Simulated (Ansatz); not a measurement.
`[F][Al]([F])[Cl]` + HCl → `[F][Al]([Cl])[Cl]` + H–F at 700 K and 1 bar (ligand exchange at the Al–F bond).

Computed with Ansatz on PBE0-D4/def2-TZVP structures; ΔE is electronic, products minus reactants. CCSD(T)/CBS is extrapolated from def2-TZVPP and def2-QZVPP, frozen cores.

```
            species  CCSD(T)/CBS energy (Eh)  H − E (kJ/mol)  S (J/(mol·K))
 `[F][Al]([F])[Cl]`               -901.60696            62.2          360.6
                HCl               -460.38167            38.4          211.8
`[F][Al]([Cl])[Cl]`              -1261.58709            61.2          374.5
                H–F               -100.39431            45.2          198.5
```

H − E and S are ideal-gas, rigid-rotor, harmonic terms from PBE0-D4/def2-TZVP. 1 Eh = 2625.50 kJ/mol, R = 8.31446 J/(mol·K).

**Question.** By hand: ΔE, ΔH, ΔS and ΔG.

**Answer.** ΔE = (-1261.58709) + (-100.39431) − (-901.60696) − (-460.38167) = 0.00723 Eh = 19.0 kJ/mol. Δ(H − E) = 61.2 + 45.2 − 62.2 − 38.4 = 5.8, so ΔH = 24.8 kJ/mol. ΔS = 374.5 + 198.5 − 360.6 − 211.8 = 0.6 J/(mol·K). ΔG = 24.8 − 700 × (0.6)/1000 = 24.4 kJ/mol.

**Question.** By hand: the equilibrium constant, and the temperature at which ΔG would vanish if ΔH and ΔS stayed fixed.

**Answer.** log₁₀ K = −ΔG/(RT ln 10) = -1.8. ΔG = 0 at ΔH/ΔS = 41333 K, far beyond where these terms or the molecules hold.

The number of gas molecules stays the same, so ΔS is small and ΔH decides. A doubt of 5 kJ/mol in ΔE shifts log₁₀ K by 0.4 here. These are equilibria of isolated gas molecules and say nothing of rates. Largest T1 diagnostic: 0.012 (customary marks: 0.02 for closed shells, 0.045 for open ones).
